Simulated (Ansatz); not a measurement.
Reaction (ligand exchange at the Si–N bond): `[SiH3]N[SiH3]` + `CNCF` → `CN([SiH3])CF` + `N[SiH3]`

Calculated with Ansatz (gas phase, PBE0-D4/def2-TZVP geometries, no zero-point term in ΔE). CCSD(T)/CBS adds triple-zeta CCSD(T) − MP2 to the extrapolated MP2 energy (def2 sets, frozen cores). This one scheme is used for every species. Functionals use def2-TZVPP. B3LYP here is the variant with VWN-RPA as its local correlation; programs differ in this. One conformer a species, not always the lowest.

```json
{"level": "r2SCAN-D4", "ΔE (kcal/mol)": "3.5", "difference from CCSD(T)/CBS": "0.0"}
{"level": "PBE0-D4", "ΔE (kcal/mol)": "3.6", "difference from CCSD(T)/CBS": "0.1"}
{"level": "B3LYP-D4", "ΔE (kcal/mol)": "3.4", "difference from CCSD(T)/CBS": "-0.1"}
{"level": "ωB97X-V", "ΔE (kcal/mol)": "3.5", "difference from CCSD(T)/CBS": "0.0"}
{"level": "B2PLYP", "ΔE (kcal/mol)": "3.7", "difference from CCSD(T)/CBS": "0.2"}
{"level": "PBE", "ΔE (kcal/mol)": "3.6", "difference from CCSD(T)/CBS": "0.1"}
{"level": "r2SCAN", "ΔE (kcal/mol)": "3.7", "difference from CCSD(T)/CBS": "0.2"}
{"level": "PBE0", "ΔE (kcal/mol)": "3.9", "difference from CCSD(T)/CBS": "0.4"}
{"level": "B3LYP", "ΔE (kcal/mol)": "4.1", "difference from CCSD(T)/CBS": "0.6"}
{"level": "HF/def2-TZVPP", "ΔE (kcal/mol)": "5.3", "difference from CCSD(T)/CBS": "1.8"}
{"level": "MP2/def2-TZVPP", "ΔE (kcal/mol)": "3.0", "difference from CCSD(T)/CBS": "-0.5"}
{"level": "SCS-MP2/def2-TZVPP", "ΔE (kcal/mol)": "3.4", "difference from CCSD(T)/CBS": "-0.1"}
{"level": "MP2/def2-QZVPP", "ΔE (kcal/mol)": "3.1", "difference from CCSD(T)/CBS": "-0.4"}
{"level": "HF/CBS(def2)", "ΔE (kcal/mol)": "5.3", "difference from CCSD(T)/CBS": "1.8"}
{"level": "MP2/CBS(def2)", "ΔE (kcal/mol)": "3.1", "difference from CCSD(T)/CBS": "-0.4"}
{"level": "CCSD/CBS(def2)", "ΔE (kcal/mol)": "3.8", "difference from CCSD(T)/CBS": "0.3"}
{"level": "CCSD(T)/CBS", "ΔE (kcal/mol)": "3.5", "difference from CCSD(T)/CBS": "0"}
```

Largest T1 diagnostic among the species: 0.011.

In def2-TZVPP, CCSD(T) changes the Hartree–Fock value by −2.0 kcal/mol (the triples alone add −0.3 kcal/mol) and MP2 by −2.3 kcal/mol.
